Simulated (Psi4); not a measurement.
H12CuN4, charge +2, doublet, geometry from GFN2-xTB (such geometries of metal compounds can be far from the true shape); SVWN/STO-3G run with Psi4.

Here is a job for Psi4.
```
memory 2 GB

molecule mol {
2 2
Cu    0.000000    0.000000   -0.000000
N    -1.218799    1.650811    0.205364
H    -0.751043    2.408505    0.703911
H    -2.058198    1.434883    0.744167
H    -1.525194    2.026088   -0.693207
N    -1.651652   -1.219779   -0.192370
H    -2.411489   -0.754443   -0.689919
H    -2.023061   -1.521819    0.709277
H    -1.438022   -2.061778   -0.728023
N     1.220628   -1.650701    0.195129
H     1.518802   -2.026473   -0.705997
H     0.757448   -2.408120    0.698345
H     2.064915   -1.434479    0.726121
N     1.649823    1.219669   -0.208123
H     1.431305    2.061374   -0.742265
H     2.405084    0.754057   -0.712337
H     2.029453    1.522204    0.689927
}

set {
  basis sto-3g
  reference uks
}

energy('svwn')
print_variables()
```

Problem. Predict the main parts of the log of this Psi4 run.

Solution. 
```
   => Loading Basis Set <=

    Name: STO-3G
    Role: ORBITAL
    Keyword: BASIS

         ---------------------------------------------------------
                                   SCF
               by Justin Turney, Rob Parrish, Andy Simmonett
                          and Daniel G. A. Smith
                              UKS Reference
         ---------------------------------------------------------

  ==> Geometry <==

    Molecular point group: c1
    Full point group: C1

    Geometry (in Angstrom), charge = 2, multiplicity = 2:

       Center              X                  Y                   Z               Mass
    ------------   -----------------  -----------------  -----------------  -----------------
         CU           0.000000000000     0.000000007691     0.000000000000    62.929597720000
         N           -1.218799000000     1.650811007691     0.205364000000    14.003074004430
         H           -0.751043000000     2.408505007691     0.703911000000     1.007825032230
         H           -2.058198000000     1.434883007691     0.744167000000     1.007825032230
         H           -1.525194000000     2.026088007691    -0.693207000000     1.007825032230
         N           -1.651652000000    -1.219778992309    -0.192370000000    14.003074004430
         H           -2.411489000000    -0.754442992309    -0.689919000000     1.007825032230
         H           -2.023061000000    -1.521818992309     0.709277000000     1.007825032230
         H           -1.438022000000    -2.061777992309    -0.728023000000     1.007825032230
         N            1.220628000000    -1.650700992309     0.195129000000    14.003074004430
         H            1.518802000000    -2.026472992309    -0.705997000000     1.007825032230
         H            0.757448000000    -2.408119992309     0.698345000000     1.007825032230
         H            2.064915000000    -1.434478992309     0.726121000000     1.007825032230
         N            1.649823000000     1.219669007691    -0.208123000000    14.003074004430
         H            1.431305000000     2.061374007691    -0.742265000000     1.007825032230
         H            2.405084000000     0.754057007691    -0.712337000000     1.007825032230
         H            2.029453000000     1.522204007691     0.689927000000     1.007825032230

  Running in c1 symmetry.

  Rotational constants: A =      0.10225  B =      0.10225  C =      0.05387 [cm^-1]
  Rotational constants: A =   3065.50613  B =   3065.50573  C =   1614.83325 [MHz]
  Nuclear repulsion =  418.167675313389623

  Charge       = 2
  Multiplicity = 2
  Electrons    = 67
  Nalpha       = 34
  Nbeta        = 33

  ==> Algorithm <==

  SCF Algorithm Type is DF.
  DIIS enabled.
  MOM disabled.
  Fractional occupation disabled.
  Guess Type is SAD.
  Energy threshold   = 1.00e-06
  Density threshold  = 1.00e-06
  Integral threshold = 1.00e-12

  ==> Primary Basis <==

  Basis Set: STO-3G
    Blend: STO-3G
    Number of shells: 32
    Number of basis functions: 50
    Number of Cartesian functions: 51
    Spherical Harmonics?: true
    Max angular momentum: 2

  ==> DFT Potential <==

   => LibXC <=

    Version 7.1.2
    S. Lehtola, C. Steigemann, M. J. T. Oliveira, and M. A. L. Marques,  SoftwareX 7, 1–5 (2018) (10.1016/j.softx.2017.11.002)

   => Composite Functional: SVWN <=

    Slater exchange
    Vosko, Wilk & Nusair (VWN5_RPA)
    P. A. M. Dirac,  Math. Proc. Cambridge Philos. Soc. 26, 376 (1930) (10.1017/S0305004100016108)
    F. Bloch,  Z. Phys. 57, 545 (1929) (10.1007/BF01340281)
    S. H. Vosko, L. Wilk, and M. Nusair,  Can. J. Phys. 58, 1200 (1980) (10.1139/p80-159)

    Deriv               =              1
    GGA                 =          FALSE
    Meta                =          FALSE

    Exchange Hybrid     =          FALSE
    MP2 Hybrid          =          FALSE

   => Exchange Functionals <=

    1.0000         XC_LDA_X

   => Correlation Functionals <=

    1.0000   XC_LDA_C_VWN_RPA

   => LibXC Density Thresholds  <==

    XC_LDA_C_VWN_RPA:  1.00E-15
    XC_LDA_X:  1.00E-15

   => Molecular Quadrature <=

    Radial Scheme          =       TREUTLER
    Pruning Scheme         =           NONE
    Nuclear Scheme         =       TREUTLER

    Blocking Scheme        =         OCTREE
    BS radius alpha        =              1
    Pruning alpha          =              1
    Radial Points          =             75
    Spherical Points       =            302
    Total Points           =         361818
    Total Blocks           =           2645
    Max Points             =            256
    Max Functions          =             47
    Weights Tolerance      =       1.00E-15

   => Loading Basis Set <=

    Name: (STO-3G AUX)
    Role: JKFIT
    Keyword: DF_BASIS_SCF

  ==> Integral Setup <==

  SCF_SUBTYPE=INCORE selected. In-core MEM_DF algorithm will be used.
  Using in-core AOs.

  ==> MemDFJK: Density-Fitted J/K Matrices <==

    J tasked:                   Yes
    K tasked:                    No
    wK tasked:                   No
    Algorithm:                 Core
    Schwarz Cutoff:           1E-12
    Mask sparsity (%):       2.0800
    Fitting Condition:        1E-10

   => Auxiliary Basis Set <=

  Basis Set: (STO-3G AUX)
    Blend: DEF2-UNIVERSAL-JKFIT
    Number of shells: 230
    Number of basis functions: 788
    Number of Cartesian functions: 989
    Spherical Harmonics?: true
    Max angular momentum: 6

  Minimum eigenvalue in the overlap matrix is 2.6664959369E-01.
  Reciprocal condition number of the overlap matrix is 1.0600898181E-01.
    Using symmetric orthogonalization.

  ==> Pre-Iterations <==

  SCF Guess: Superposition of Atomic Densities via on-the-fly atomic UHF (no occupation information).

   -------------------------
    Irrep   Nso     Nmo
   -------------------------
     A         50      50
   -------------------------
    Total      50      50
   -------------------------

  ==> Iterations <==

[...]
   @DF-UKS iter  46: -1841.06256811995786    1.97897e-04   4.35169e-04 ADIIS/DIIS
   @DF-UKS iter  47: -1841.06270622228885   -1.38102e-04   4.96939e-04 ADIIS/DIIS
   @DF-UKS iter  48: -1841.06307090841278   -3.64686e-04   9.22399e-04 ADIIS/DIIS
   @DF-UKS iter  49: -1841.06322802164550   -1.57113e-04   9.09860e-04 ADIIS/DIIS
   @DF-UKS iter  50: -1841.06336853796552   -1.40516e-04   8.83070e-04 ADIIS/DIIS
   @DF-UKS iter  51: -1841.06339673553748   -2.81976e-05   9.00400e-04 ADIIS/DIIS
   @DF-UKS iter  52: -1841.06320595160173    1.90784e-04   8.30590e-04 ADIIS/DIIS
   @DF-UKS iter  53: -1841.06266936393263    5.36588e-04   4.19913e-04 ADIIS/DIIS
   @DF-UKS iter  54: -1841.06305887496524   -3.89511e-04   6.78894e-04 ADIIS/DIIS
   @DF-UKS iter  55: -1841.06343113382604   -3.72259e-04   8.57272e-04 ADIIS/DIIS
   @DF-UKS iter  56: -1841.06289592404801    5.35210e-04   8.42518e-04 ADIIS/DIIS
   @DF-UKS iter  57: -1841.06316983394345   -2.73910e-04   7.81858e-04 ADIIS/DIIS
   @DF-UKS iter  58: -1841.06279299027824    3.76844e-04   5.11437e-04 ADIIS/DIIS
   @DF-UKS iter  59: -1841.06281402427453   -2.10340e-05   5.31062e-04 ADIIS/DIIS
   @DF-UKS iter  60: -1841.06267695161478    1.37073e-04   4.01942e-04 ADIIS/DIIS
   @DF-UKS iter  61: -1841.06284097309549   -1.64021e-04   5.24773e-04 ADIIS/DIIS
   @DF-UKS iter  62: -1841.06275928917785    8.16839e-05   4.74486e-04 ADIIS/DIIS
   @DF-UKS iter  63: -1841.06299276363279   -2.33474e-04   6.23176e-04 ADIIS/DIIS
   @DF-UKS iter  64: -1841.06271090543191    2.81858e-04   4.48045e-04 ADIIS/DIIS
   @DF-UKS iter  65: -1841.06268797636722    2.29291e-05   4.04873e-04 ADIIS/DIIS
   @DF-UKS iter  66: -1841.06284924993520   -1.61274e-04   5.22170e-04 ADIIS/DIIS
   @DF-UKS iter  67: -1841.06314964119269   -3.00391e-04   7.01226e-04 ADIIS/DIIS
   @DF-UKS iter  68: -1841.06319589084865   -4.62497e-05   7.57053e-04 ADIIS/DIIS
   @DF-UKS iter  69: -1841.06275703949200    4.38851e-04   4.62316e-04 ADIIS/DIIS
   @DF-UKS iter  70: -1841.06322610868779   -4.69069e-04   7.74714e-04 ADIIS/DIIS
   @DF-UKS iter  71: -1841.06315077452268    7.53342e-05   7.14238e-04 ADIIS/DIIS
   @DF-UKS iter  72: -1841.06325975084201   -1.08976e-04   7.67860e-04 ADIIS/DIIS
   @DF-UKS iter  73: -1841.06332278141963   -6.30306e-05   8.30711e-04 ADIIS/DIIS
   @DF-UKS iter  74: -1841.06341141512348   -8.86337e-05   8.32583e-04 ADIIS/DIIS
   @DF-UKS iter  75: -1841.06296281098412    4.48604e-04   5.95981e-04 ADIIS/DIIS
   @DF-UKS iter  76: -1841.06334037593911   -3.77565e-04   7.96238e-04 ADIIS/DIIS
   @DF-UKS iter  77: -1841.06357816723016   -2.37791e-04   8.83629e-04 ADIIS/DIIS
   @DF-UKS iter  78: -1841.06329330774429    2.84859e-04   7.65976e-04 ADIIS/DIIS
   @DF-UKS iter  79: -1841.06301887338873    2.74434e-04   6.21705e-04 ADIIS/DIIS
   @DF-UKS iter  80: -1841.06267909622261    3.39777e-04   3.99118e-04 ADIIS/DIIS
   @DF-UKS iter  81: -1841.06360426025822   -9.25164e-04   8.87449e-04 ADIIS/DIIS
   @DF-UKS iter  82: -1841.06347366449563    1.30596e-04   8.34626e-04 ADIIS/DIIS
   @DF-UKS iter  83: -1841.06314631894020    3.27346e-04   6.85175e-04 ADIIS/DIIS
   @DF-UKS iter  84: -1841.06270792717282    4.38392e-04   4.10146e-04 ADIIS/DIIS
   @DF-UKS iter  85: -1841.06344307027257   -7.35143e-04   8.21287e-04 ADIIS/DIIS
   @DF-UKS iter  86: -1841.06360645933523   -1.63389e-04   8.83203e-04 ADIIS/DIIS
   @DF-UKS iter  87: -1841.06360548321527    9.76120e-07   8.81906e-04 ADIIS/DIIS
   @DF-UKS iter  88: -1841.06362157124659   -1.60880e-05   8.87948e-04 ADIIS/DIIS
   @DF-UKS iter  89: -1841.06342414011829    1.97431e-04   8.09100e-04 ADIIS/DIIS
   @DF-UKS iter  90: -1841.06302333896883    4.00801e-04   6.95366e-04 ADIIS/DIIS
   @DF-UKS iter  91: -1841.06336527578515   -3.41937e-04   8.95877e-04 ADIIS/DIIS
   @DF-UKS iter  92: -1841.06356111563946   -1.95840e-04   8.93937e-04 ADIIS/DIIS
   @DF-UKS iter  93: -1841.06326465616439    2.96459e-04   7.46200e-04 ADIIS/DIIS
   @DF-UKS iter  94: -1841.06272762543540    5.37031e-04   4.25134e-04 ADIIS/DIIS
   @DF-UKS iter  95: -1841.06320609215641   -4.78467e-04   7.24719e-04 ADIIS/DIIS
   @DF-UKS iter  96: -1841.06277141193914    4.34680e-04   4.66803e-04 ADIIS/DIIS
   @DF-UKS iter  97: -1841.06315787781432   -3.86466e-04   6.93103e-04 ADIIS/DIIS
   @DF-UKS iter  98: -1841.06325035126929   -9.24735e-05   7.43086e-04 ADIIS/DIIS
   @DF-UKS iter  99: -1841.06353278490383   -2.82434e-04   8.91209e-04 ADIIS/DIIS
   @DF-UKS iter 100: -1841.06331089481182    2.21890e-04   7.70751e-04 ADIIS/DIIS

PsiException: Could not converge SCF iterations in 100 iterations.

  Failed to converge.

Traceback (most recent call last):
  File "psi4", line 375, in <module>
  File "<string>", line 38, in <module>
  File "site-packages/psi4/driver/driver.py", line 533, in energy
  File "site-packages/psi4/driver/procrouting/proc.py", line 2760, in run_scf
  File "site-packages/psi4/driver/procrouting/proc.py", line 2047, in scf_helper
  File "site-packages/psi4/driver/procrouting/scf_proc/scf_iterator.py", line 93, in scf_compute_energy
  File "site-packages/psi4/driver/procrouting/scf_proc/scf_iterator.py", line 86, in scf_compute_energy
  File "site-packages/psi4/driver/procrouting/scf_proc/scf_iterator.py", line 609, in scf_iterate

psi4.driver.p4util.exceptions.SCFConvergenceError: Could not converge SCF iterations in 100 iterations.

Printing out the relevant lines from the Psithon --> Python processed input file:
    H     2.029453    1.522204    0.689927
    ""","mol")
    core.IO.set_default_namespace("mol")
    core.set_global_option("BASIS", "sto-3g")
    core.set_global_option("REFERENCE", "uks")
--> energy('svwn')
    print_variables()

!-------------------------------------------------------!
!                                                       !
!  Could not converge SCF iterations in 100 iterations. !
!                                                       !
!-------------------------------------------------------!
```

Convergence was not reached.
